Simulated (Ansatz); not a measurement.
CH7FOSSi2 (`CO[SiH2]S[SiH2]F`), relaxed with RKS PBE0-D4/def2-TZVP in Ansatz 0.2.0 from a GFN2-xTB geometry. The force threshold is 0.005 eV/Å; the program also tests the step.

Charge 0, multiplicity 1.

Start:

```xyz
13

C    -0.177    0.949    1.924
O    -0.152    0.599    0.572
Si   -1.383    0.106   -0.352
S    -0.453   -0.180   -2.254
Si    1.468   -0.940   -1.711
F     1.282   -2.168   -0.687
H    -0.926    1.720    2.112
H    -0.407    0.078    2.540
H     0.810    1.329    2.189
H    -1.960   -1.142    0.133
H    -2.394    1.132   -0.552
H     2.014   -1.500   -2.925
H     2.277    0.017   -0.987
```

```
         step  energy (eV)  largest force (eV/Å)  largest move (Å)
            1  -32496.6912                 1.282             0.000
            2  -32496.7695                 0.428             0.108
            3  -32496.7972                 0.267             0.050
            4  -32496.8006                 0.178             0.018
            5  -32496.8045                 0.064             0.039
            6  -32496.8083                 0.088             0.048
            7  -32496.8133                 0.031             0.075
 8 (rejected)  -32496.8126                 0.191             0.123
            9  -32496.8153                 0.040             0.060
10 (rejected)  -32496.8144                 0.133             0.086
           11  -32496.8161                 0.050             0.042
           13  -32496.8178                 0.070             0.048
           15  -32496.8193                 0.103             0.067
           17  -32496.8210                 0.125             0.073
           19  -32496.8222                 0.106             0.038
           21  -32496.8244                 0.238             0.059
           23  -32496.8266                 0.039             0.055
25 (rejected)  -32496.8264                 0.216             0.141
           27  -32496.8273                 0.019             0.034
           29  -32496.8279                 0.099             0.022
           31  -32496.8289                 0.032             0.022
           33  -32496.8296                 0.061             0.054
           35  -32496.8302                 0.018             0.025
37 (rejected)  -32496.8303                 0.021             0.029
           39  -32496.8303                 0.003             0.010
```

End:

```xyz
13

C    -0.010    0.704    1.722
O    -0.513    1.106    0.465
Si   -1.526    0.260   -0.494
S    -0.531   -0.502   -2.239
Si    1.381   -0.823   -1.401
F     1.285   -1.753   -0.100
H    -0.288    1.449    2.471
H    -0.403   -0.271    2.027
H     1.080    0.640    1.674
H    -2.099   -0.868    0.283
H    -2.584    1.152   -1.017
H     2.180   -1.528   -2.427
H     2.027    0.432   -0.964
```

Run time 56 s (2 threads of an AMD EPYC 7R13 on a shared host and a share of an NVIDIA H100 80 GB); peak host memory 0.93 GiB.
